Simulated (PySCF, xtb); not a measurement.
isocyanic acid (CHNO), SMILES N=C=O.

Harmonic wavenumbers (cm⁻¹) from GFN2-xTB (xtb 6.7.1) at its own minimum, in rising order: 528, 553, 687, 1405, 2511, 3636.

Problem. What does PBE0-D3(BJ)/def2-TZVP run with PySCF give at its own minimum? (An estimate is asked for; the answer gives what the named calculation found.)

Solution. 573, 649, 789, 1357, 2371, 3713. Paired by order, the mean absolute difference is 85 cm⁻¹ and the zero-point energies are 13.3 and 13.5 kcal/mol.
